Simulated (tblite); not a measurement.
C7H14N2.
Structure used (GFN2-xTB), in Å, numbered top down from 1:
```xyz
23
C7H14N2 angstrom
C      3.2029    0.4864    0.8478
C      1.8868    0.1658    0.2432
N      0.8538    0.9007    0.3537
N     -0.1766    0.4125   -0.3767
C     -1.5019    0.7479    0.0941
C     -2.5082    0.6041   -1.0445
C     -1.9336   -0.0634    1.3233
C      0.1401   -0.9287   -0.8884
C      1.6440   -1.0619   -0.6171
H      3.5126   -0.3102    1.5249
H      3.9635    0.5808    0.0725
H      3.1364    1.4198    1.3986
H     -1.4315    1.8017    0.3867
H     -2.1757    1.1649   -1.9142
H     -2.6221   -0.4401   -1.3263
H     -3.4771    0.9842   -0.7325
H     -2.8587    0.3392    1.7269
H     -2.0991   -1.1076    1.0660
H     -1.1647   -0.0065    2.0909
H     -0.1038   -0.9759   -1.9520
H     -0.4353   -1.6982   -0.3614
H      1.9118   -1.9829   -0.0969
H      2.2319   -1.0055   -1.5358
```

All values are computed: GFN2-xTB (tblite) harmonic vibrations without scaling, gas phase. The method is semi-empirical: single wavenumbers can be off by several per cent or more. One conformer, not necessarily the lowest.

Harmonic wavenumbers (cm⁻¹): 51.9, 90.1, 124.4, 140.7, 194.7, 212.8, 226.7, 265.9, 293.0, 346.5, 409.2, 494.5, 515.2, 606.0, 641.6, 829.5, 875.4, 896.8, 923.8, 938.5, 968.4, 977.9, 1018.3, 1027.6, 1063.9, 1069.2, 1117.0, 1128.5, 1151.2, 1178.2, 1201.0, 1208.2, 1246.5, 1294.0, 1303.8, 1308.4, 1350.4, 1393.1, 1395.9, 1409.2, 1462.6, 1469.1, 1472.2, 1484.2, 1491.4, 1498.4, 1502.1, 1504.7, 1702.7, 2901.3, 2937.0, 2951.7, 2961.1, 2979.0, 2986.1, 3002.5, 3027.1, 3035.9, 3037.7, 3042.8, 3046.9, 3048.7, 3061.4.

A = 3379, B = 1020, C = 924.9 MHz; mass 126.116 u (most abundant isotopes); point group C1, symmetry number 1.

Task: Zero-point energy?

Result: Half the sum of the wavenumbers: 44247 cm⁻¹ = 126.51 kcal/mol.

Task: Entropy at 298.15 K, 1 bar (ideal gas, RRHO, classical rotation)?

Result: Translation 40.44, rotation 29.00, vibration 29.48: S = 98.9 cal/(mol K).

Task: And Cp and H(298.15 K) − H(0)?

Result: Cp = 39.91 cal/(mol K), of which vibrations give 31.96 (their classical limit is 63 R = 125.2); H(298.15 K) − H(0) = 7.13 kcal/mol without the zero-point energy, 4.76 from vibrations.

Task: Which modes carry the vibrational entropy at 298.15 K?

Result: 51.9 cm⁻¹: 4.74; 90.1 cm⁻¹: 3.66; 124.4 cm⁻¹: 3.03; 140.7 cm⁻¹: 2.79; 194.7 cm⁻¹: 2.18; 212.8 cm⁻¹: 2.02 cal/(mol K); the other 57 give 11.05 together.

Task: What must be added to the electronic energy to get the Gibbs energy at 298.15 K and 1 bar?

Result: ZPE + [H(298.15 K) − H(0)] − T·S = 126.51 + 7.13 − 29.49 = 104.15 kcal/mol.

Hindered rotation and anharmonicity are outside this model. Other conformers, if any are populated, would add a mixing term that is left out. The structure is chiral; the term R ln 2 for an equal mix with its mirror image is left out.

Hardware: Arm Neoverse V1, one thread, shared host. The figure is for the frequency step alone.
